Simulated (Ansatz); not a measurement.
The cluster Be₈. Total charge 0; singlet. Geometry relaxed at r2SCAN/def2-SVP.

```csv
atom,x (Å),y (Å),z (Å)
Be1,1.060,0.808,0.647
Be2,1.732,-0.995,0.089
Be3,0.556,0.375,-1.321
Be4,0.468,-1.016,1.657
Be5,-0.601,1.823,-0.561
Be6,-1.233,0.245,0.784
Be7,-1.600,0.188,-1.185
Be8,-0.383,-1.427,-0.110
```

The restricted singlet is unstable towards broken spin symmetry at other levels; at r2SCAN/def2-SVP this wasn't settled. The geometry of the singlet was relaxed on an unsound state (restricted singlet, unstable towards broken spin symmetry at other levels and untested here). At PBE0/def2-TZVP a triplet of charge 0 lies 0.15 eV below the restricted singlet, each at its own geometry. The structure comes from a short search, and lower isomers may exist.

Q: Estimate the harmonic wavenumbers at RKS r2SCAN/def2-SVP (Ansatz, unscaled). Is this a minimum?

A: 256, 264, 280, 290, 311, 349, 450, 456, 476, 496, 521, 553, 572, 620, 629, 667, 720, 726 cm⁻¹. Yes, no mode is imaginary beyond noise. Zero-point energy 51.7 kJ/mol. Run time 20 s (4 threads of Intel Xeon 6975P-C on a shared host).
